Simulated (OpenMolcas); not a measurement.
# Mn4+, Tc4+, Re4+: d³ down the group

```yaml
Program: OpenMolcas 26.06
Method: MS-CASPT2, IPEA 0.25 Eh, imaginary shift 0.1 Eh
Basis: ANO-RCC-VTZP
Scalar_Hamiltonian: DKH2, point nucleus
Spin-orbit_coupling: RASSI with atomic mean-field integrals over the reference wave functions, term energies averaged over their components
```

Active space for each ion: 3 electrons in 10 orbitals (d d); closed shells correlated by CASPT2: Mn4+ 3s 3p; Tc4+ 4s 4p; Re4+ 5s 5p.

Computed levels in cm-1 above ⁴F_3/2:

```json
{"Level": "⁴F_5/2", "Mn4+": "376", "Tc4+": "1068", "Re4+": "4950"}
{"Level": "⁴F_7/2", "Mn4+": "886", "Tc4+": "2390", "Re4+": "9140"}
{"Level": "⁴F_9/2", "Mn4+": "1514", "Tc4+": "3860", "Re4+": "12200"}
{"Level": "⁴P_1/2", "Mn4+": "16860", "Tc4+": "12040", "Re4+": "14520"}
{"Level": "⁴P_5/2", "Mn4+": "17480", "Tc4+": "13760", "Re4+": "21560"}
{"Level": "²G_7/2", "Mn4+": "18040", "Tc4+": "13860", "Re4+": "19490"}
{"Level": "²G_9/2", "Mn4+": "18580", "Tc4+": "14780", "Re4+": "31220"}
{"Level": "²P_1/2", "Mn4+": "23330", "Tc4+": "17200", "Re4+": "23950"}
{"Level": "²D_5/2(1)", "Mn4+": "25290", "Tc4+": "20400", "Re4+": "29800"}
{"Level": "weight of ⁴F in the lowest level (%)", "Mn4+": "100", "Tc4+": "98", "Re4+": "85"}
```

Mixed levels, with the weight of the term that names them: Re4+ ⁴F_9/2 (65 %), Re4+ ⁴P_1/2 (63 %), Re4+ ²G_9/2 (55 %), Re4+ ²P_1/2 (63 %).

Measured, with the error of the calculation in %. Measured levels: Mn4+ from Corliss and Sugar, J. Phys. Chem. Ref. Data 6, 1253 (1977); Re4+ from the list in Brasseur, Gamrath and Quinet, At. Data Nucl. Data Tables 157, 101636 (2024).

```
    Level          Mn4+          Re4+
   ⁴F_5/2    359 (+4.7)   4853 (+2.0)
   ⁴F_7/2    835 (+6.0)   8973 (+1.9)
   ⁴F_9/2   1412 (+7.2)  11914 (+2.4)
   ⁴P_1/2  16434 (+2.6)  14325 (+1.4)
   ⁴P_5/2  17049 (+2.5)  20922 (+3.1)
   ²G_7/2  17892 (+0.8)  19013 (+2.5)
   ²G_9/2  18399 (+1.0)              
   ²P_1/2  23082 (+1.1)  23669 (+1.2)
²D_5/2(1)  24630 (+2.7)  28739 (+3.7)
```

The fine-structure level ⁴F_9/2 changes by a factor of 8.06 from Mn4+ to Re4+.

Without spin-orbit coupling ⁴P lies 16380, 10870, 10700 cm-1 above ⁴F in that order; the difference to the level ⁴P_1/2, of either sign, comes from spin-orbit coupling, which also lowers the zero.

Term energies are means over components that CASPT2 splits; among the terms shown or strongly mixed into the levels shown the widest spread is 1100 cm-1 (3d³ ⁴F, Mn4+). Active for correlation alone: 4d; no level in the range computed is led by a configuration that fills it, so any true level of that kind is missing (holds for Mn4+). Active for correlation alone: 5d; no level in the range computed is led by a configuration that fills it, so any true level of that kind is missing (holds for Tc4+). Active for correlation alone: 6d; no level in the range computed is led by a configuration that fills it, so any true level of that kind is missing (holds for Re4+). The CASPT2 spread within a term exceeds the gap to the next term for 5d³ ²H and 5d³ ²D(1), so the order of their levels is uncertain (holds for Re4+). Measured partners are found by configuration, term and J. A level has none where our copy of the source lacks it or the pairing is in doubt (some pairs that miss far off the trend of their configuration count as doubtful), and it then counts in no deviation. Levels of configurations outside the active space are missing.

A number in round brackets counts repeated terms of one configuration in the order of the reference energies.
